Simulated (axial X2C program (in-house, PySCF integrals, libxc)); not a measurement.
# Spin–orbit effects down a group: molecules with Cl (ions), HF

Calculated with an in-house all-electron X2C program for linear molecules (integrals from PySCF), spin-free (one-electron X2C) or two-component (2c: spin–orbit coupling with atomic mean-field Coulomb and Gaunt terms, which also bring small scalar terms), in Dyall basis sets with cores contracted in-house; open shells are unrestricted.

Basis sets: Be dyall-cv3z, Ca dyall-cv3z, Cl dyall-av3z, Mg dyall-cv3z, Sr dyall-cv3z.

| molecule | spin-free state | Re (Å) | ωe (cm⁻¹) | De (eV) | 2c state | Re 2c (Å) | ωe 2c (cm⁻¹) | De 2c (eV) |
| --- | --- | --- | --- | --- | --- | --- | --- | --- |
| BeCl⁺ | M_S = 0, Λ = 0 | 1.719 | 1033.2 | 3.09 | Ω = 0 | 1.719 | 1032.9 | 3.03 |
| MgCl⁺ | M_S = 0, Λ = 0 | 2.104 | 578.3 | 1.96 | Ω = 0 | 2.105 | 578.2 | 1.90 |
| CaCl⁺ | M_S = 0, Λ = 0 | 2.377 | 438.8 | 3.01 | Ω = 0 | 2.377 | 438.7 | n/a |
| SrCl⁺ | M_S = 0, Λ = 0 | 2.516 | 356.1 | 3.15 | Ω = 0 | 2.516 | 356.1 | n/a |

Fragments in 2c: Cl + Be+, Cl + Mg+, Ca+ + Cl, Sr+ + Cl. Each entry is the lowest single determinant of a limited PBE0 search at one distance. De goes to single-determinant-based atoms at the same level (for ions the charge split of lowest energy) and is withheld (n/a) where an atom does not fit its ground term or J level. Main or longest-lived isotopes.
